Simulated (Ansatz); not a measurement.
Total energies of CH₄GeO (`O=[CH][GeH3]`).

```xyz
7

O     1.7556    0.4698    1.0591
C     1.0279   -0.3121    0.5150
Ge   -0.7014    0.2249   -0.3491
H     1.3028   -1.3930    0.4741
H    -1.8437   -0.5581    0.3193
H    -0.8965    1.7346   -0.1830
H    -0.6448   -0.1661   -1.8353
```

Total charge 0; spin multiplicity 1. Correlated methods include outer-core shells of Ge, which these sets cover unevenly. Scalar relativity is left out up to krypton. Geometry: relaxed with PBE0-D4/def2-TZVP. Basis def2-TZVPP, Ansatz 0.2.0.

RPA on PBE orbitals: Hartree–Fock energy of these orbitals -2190.38213 Eh, correlation -1.04371 Eh (frozen core).

| functional | kind | energy without D4 (Eh) | D4 term (kJ/mol) |
| --- | --- | --- | --- |
| PBE | GGA | -2192.29723 | -9.8 |
| revPBE | GGA | -2192.55509 | -30.5 |
| BLYP | GGA | -2192.77515 | -22.0 |
| r2SCAN | meta-GGA | -2192.67436 | -2.3 |
| B97M-V | meta-GGA with VV10 | -2192.33701 | – |
| B3LYP | global hybrid, 20 % | -2192.79921 | -16.0 |
| r2SCANh | meta-GGA hybrid, 10 % | -2192.65839 | -2.4 |
| CAM-B3LYP | range-separated hybrid | -2192.82012 | -8.3 |
| ωB97M-V | range-separated hybrid meta-GGA with VV10 | -2192.58136 | – |
| PBE-QIDH | double hybrid | -2192.00564 | – |

(1) Give the same for LDA (SPW92), PBE0, r2SCAN0, HSE06 (plane-wave form), BHLYP, LC-ωPBE, ωB97X-V, B2PLYP. (An estimate is asked.)

B3LYP takes the VWN-RPA correlation (the form of Gaussian; ORCA's B3LYP/G). HSE06 is the plane-wave form, built on full-range PBE exchange. The double hybrids freeze the cores in their second-order part.

Answers

(1) Computed: 
```json
{"functional": "LDA (SPW92)", "kind": "LDA", "energy without D4 (Eh)": "-2188.66159", "D4 term (kJ/mol)": "–"}
{"functional": "PBE0", "kind": "global hybrid, 25 % exact exchange", "energy without D4 (Eh)": "-2192.35204", "D4 term (kJ/mol)": "-8.2"}
{"functional": "r2SCAN0", "kind": "meta-GGA hybrid, 25 %", "energy without D4 (Eh)": "-2192.63576", "D4 term (kJ/mol)": "-2.7"}
{"functional": "HSE06 (plane-wave form)", "kind": "screened hybrid", "energy without D4 (Eh)": "-2192.34668", "D4 term (kJ/mol)": "-7.7"}
{"functional": "BHLYP", "kind": "global hybrid, 50 %", "energy without D4 (Eh)": "-2192.66074", "D4 term (kJ/mol)": "-12.3"}
{"functional": "LC-ωPBE", "kind": "long-range corrected hybrid", "energy without D4 (Eh)": "-2192.40098", "D4 term (kJ/mol)": "–"}
{"functional": "ωB97X-V", "kind": "range-separated hybrid GGA with VV10", "energy without D4 (Eh)": "-2192.51759", "D4 term (kJ/mol)": "–"}
{"functional": "B2PLYP", "kind": "double hybrid", "energy without D4 (Eh)": "-2192.29236", "D4 term (kJ/mol)": "–"}
```

LC-ωPBE has ω = 0.4 bohr⁻¹.
